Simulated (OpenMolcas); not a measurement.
Systems:
- V3+ on the Al site of AlN (host space group F-43m, cell from Materials Project; site symmetry -43m, 4 N neighbours at 1.96 Å on average after a typed radial shift of +0.07 Å), as a cluster of the dopant and its first shell in 42 model-potential ions and 838 point charges fitted to the lattice potential, without relaxation or charge compensation

Method: state-averaged CASSCF on the open d shell with SC-NEVPT2, ANO basis sets as named, scalar-relativistic DKH2, RICD, in OpenMolcas. State energies are spin-free and vertical. Orbital splittings and repulsion parameters are fits to the integrals of the highest spin's CASSCF orbitals. J levels and χT include spin-orbit coupling (RASSI on CASSCF energies). Times are rough, from shared cores.

```csv
case,ground state,first state of the same spin (cm⁻¹),first state of another spin (cm⁻¹),d-orbital splitting (cm⁻¹),Racah B (cm⁻¹),χT at 300 K (cm³ K/mol),basis functions,relative time
ANO-RCC-VDZP,³A₂,³T₂ 6640,¹E(1) 9220,5740,816,0.98,90,1
ANO-RCC-VTZP on V and ANO-RCC-VDZ on N,³A₂,³T₂ 6330,¹E(1) 9010,5420,816,0.98,95,1
ANO-RCC-VTZP on V and ANO-RCC-VDZP on N,³A₂,³T₂ 6210,¹E(1) 8610,5420,807,0.98,115,2
ANO-RCC-VQZP on V and ANO-RCC-VDZP on N,³A₂,³T₂ 6210,¹E(1) 8250,5420,804,0.98,151,5
```

No ligand orbital and no second metal shell is active in the minimal space. The geometry is a model, so the numbers describe that model and not a measured compound. Sulfide, selenide, telluride and nitride hosts are partly covalent, so formal ionic charges are a crude embedding. Gaps under about 300 cm⁻¹ between spin-free states are not resolved by the perturbation step. The host cell is one database entry for this formula and may be an uncommon or hypothetical structure.
